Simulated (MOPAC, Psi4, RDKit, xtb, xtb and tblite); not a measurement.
Two geometries of SMILES CC[SiH2][SiH2]N (C2H11NSi2), relaxed at GFN2-xTB with one dihedral held; other torsions can differ between them too.

Structure A

```
16

C      2.2692     0.3665     0.7776
C      1.6435    -0.3004    -0.4407
Si    -0.0852    -1.0141    -0.0672
Si    -1.5019     0.6585     0.6504
N     -3.0873     0.1943     0.1515
H      1.6472     1.1881     1.1296
H      3.2570     0.7638     0.5457
H      2.3761    -0.3487     1.5910
H      2.3060    -1.0932    -0.7913
H      1.5811     0.4277    -1.2519
H     -0.5241    -1.6931    -1.3011
H      0.1051    -2.0909     0.9181
H     -1.1076     2.0002     0.1612
H     -1.6383     0.8080     2.1043
H     -3.8751     0.7465     0.4498
H     -3.2351    -0.1178    -0.7941
```

Structure B

```
16

C     -2.3179     0.3380     0.7918
C     -1.6654    -0.3142    -0.4211
Si     0.0785    -0.9901    -0.0455
Si     1.5363     0.6554     0.6541
N      0.8810     1.3511     2.0956
H     -1.7106     1.1642     1.1549
H     -3.3071     0.7225     0.5450
H     -2.4293    -0.3835     1.5992
H     -2.3084    -1.1183    -0.7846
H     -1.6054     0.4185    -1.2286
H      0.5535    -1.6451    -1.2747
H     -0.0931    -2.0797     0.9347
H      2.9089     0.1350     0.8273
H      1.6668     1.8192    -0.2320
H      1.3509     2.1419     2.5073
H      0.5592     0.7390     2.8284
```

Problem. Which is lower in energy at the level Psi4 with PBE0-D3(BJ)/def2-TZVP // GFN2-xTB, and by how much?

Solution. B is lower, by 3.80 kJ/mol (dihedral C2–Si3–Si4–N5: 150° in A, 60° in B).

E(B) − E(A) in kJ/mol at the other levels, on the same two geometries: GFN2-xTB (xtb and tblite) 0.63; MMFF94 // GFN2-xTB (RDKit) -4.55; PBE0/def2-TZVP // GFN2-xTB (Psi4) -2.96; PBE/def2-TZVP // GFN2-xTB (Psi4) -3.09; PBE-D3(BJ)/def2-TZVP // GFN2-xTB (Psi4) -3.95; UFF // GFN2-xTB (RDKit) -6.41; AM1, restricted, heats of formation // GFN2-xTB (MOPAC) -1.00; PM7, restricted, heats of formation // GFN2-xTB (MOPAC) -6.73; GFN1-xTB // GFN2-xTB (xtb) 0.48.
